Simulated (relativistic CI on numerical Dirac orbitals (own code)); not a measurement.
**Cu⁴⁺ (3d7) in a crystal field**

Calculated by Dirac-Coulomb-Breit CI, separate exchange-only KLI orbitals for each configuration, model QED (radiative potential, 1s self-energy scaled to tabulated hydrogen-like ionisation energies), one configuration in a parametric crystal field, unscaled Slater integrals (own radial code). With so little scaling, terms lie 10 to 35 % too far apart, which can change the order of excited levels.

Field parameters in Wybourne normalisation: Td as Oh with Dq negative (B⁴₀ = 21Dq, B⁴₄ = √(5/14) B⁴₀). The field is a parameter set, without covalency.

S is read from ⟨S²⟩ = S(S + 1).

Powder χT (cm³ K mol⁻¹) by Van Vleck's formula, with temperature-independent terms:

```
                 Field   2 K   5 K  10 K  20 K  50 K  100 K  200 K  300 K
 Td, 10Dq = -2200 cm⁻¹  3.61  3.61  3.61  3.62  3.65   3.69   3.78   3.87
 Td, 10Dq = -7550 cm⁻¹  2.54  2.54  2.54  2.54  2.55   2.56   2.59   2.62
 Td, 10Dq = -9350 cm⁻¹  2.41  2.41  2.42  2.42  2.42   2.44   2.46   2.48
Td, 10Dq = -11100 cm⁻¹  2.33  2.33  2.33  2.33  2.34   2.35   2.37   2.39
Td, 10Dq = -12900 cm⁻¹  2.27  2.27  2.27  2.27  2.28   2.28    2.3   2.32
Td, 10Dq = -14650 cm⁻¹  2.22  2.22  2.22  2.22  2.23   2.24   2.25   2.26
Td, 10Dq = -16450 cm⁻¹  2.18  2.18  2.19  2.19  2.19    2.2   2.21   2.22
Td, 10Dq = -18200 cm⁻¹  2.16  2.16  2.16  2.16  2.16   2.17   2.18   2.19
```

Task: For Td, 10Dq = -9350 cm⁻¹: what effective moment follows at 300 K?

Result: μ_eff = √(8χT) = 4.45 μB. The ground level has S = 1.50; the spin-only moment for S = 3/2 is 3.88 μB. The difference comes from the orbital moment, spin-orbit mixing of terms and temperature-independent paramagnetism, all larger in this ionic model than in covalent complexes.
